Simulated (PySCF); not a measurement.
# Ionisation energy of Hg²⁺ by level of theory

Hg²⁺ [Xe] 4f14 5d10 (1S) → Hg³⁺ [Xe] 4f14 5d9 (2D), as a difference of total energies. All numbers are calculated (PySCF 2.14, scalar relativity by spin-free X2C-1e, in x2c-TZVPPall). Correlated levels: valence: [Xe] 4f14 frozen; valence and next inner shell: [Kr] 4d10 4f14 frozen. The calculations carry no spin-orbit coupling.

| method | ionisation energy (eV) | plus first-order spin-orbit estimate | error of that sum (eV) |
| --- | --- | --- | --- |
| UHF | 33.528 | 32.701 | -1.789 |
| LDA | 35.744 | 34.917 | +0.427 |
| PBE | 35.275 | 34.448 | -0.042 |
| PBE0 | 35.158 | 34.331 | -0.159 |
| r2SCAN | 35.114 | 34.287 | -0.203 |
| MP2 (valence) | 35.257 | 34.430 | -0.060 |
| SCS-MP2 (valence) | 35.087 | 34.260 | -0.230 |
| MP2 (valence and next inner shell) | 35.231 | 34.404 | -0.086 |
| SCS-MP2 (valence and next inner shell) | 35.012 | 34.184 | -0.306 |

Reference: 34.49 ± 0.05 eV (measured; NIST Atomic Spectra Database, ionization energies).

A first-order spin-orbit estimate (lowest level to lowest level, LS coupling) adds -0.827 eV.

Errors of the correlated levels include the incompleteness of this basis and the frozen core.
